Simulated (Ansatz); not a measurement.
`CNC(C)=N` and `CC(=N)[SiH3]` differ in one atom or group.

Ansatz, PBE0-D4/def2-TZVP geometries, multiplicity 1. Each molecule was computed in one conformer, which needn't be the lowest.

```
                                          property  `CNC(C)=N`
             HOMO–LUMO gap (B3LYP/def2-TZVPP) / eV        6.81
size of the dipole moment (ωB97M-V/def2-TZVPP) / D        2.92
                 HOMO energy (PBE/def2-TZVPP) / eV       -5.24
              HOMO–LUMO gap (PBE0/def2-TZVPP) / eV        7.36
               HOMO–LUMO gap (PBE/def2-TZVPP) / eV        5.27
             HOMO energy (ωB97M-V/def2-TZVPP) / eV       -8.76
```

(1) Give the same properties after the change, and the shifts. (Best estimate.)

Answers

(1) Ansatz gave: 
```csv
property,`CC(=N)[SiH3]`,shift
HOMO–LUMO gap (B3LYP/def2-TZVPP) / eV,6.05,-0.76
size of the dipole moment (ωB97M-V/def2-TZVPP) / D,1.64,-1.28
HOMO energy (PBE/def2-TZVPP) / eV,-5.80,-0.56
HOMO–LUMO gap (PBE0/def2-TZVPP) / eV,6.49,-0.87
HOMO–LUMO gap (PBE/def2-TZVPP) / eV,4.01,-1.26
HOMO energy (ωB97M-V/def2-TZVPP) / eV,-9.50,-0.74
```

With PBE0 the HOMO falls by 0.70 eV and the LUMO falls by 1.58 eV, so the gap narrows by about 0.88 eV. PBE moves the HOMO by -0.56 eV and ωB97M-V by -0.74 eV. Dipoles are sizes alone; their direction can turn.

B3LYP here is the variant with VWN-RPA as its local correlation; programs differ in this.
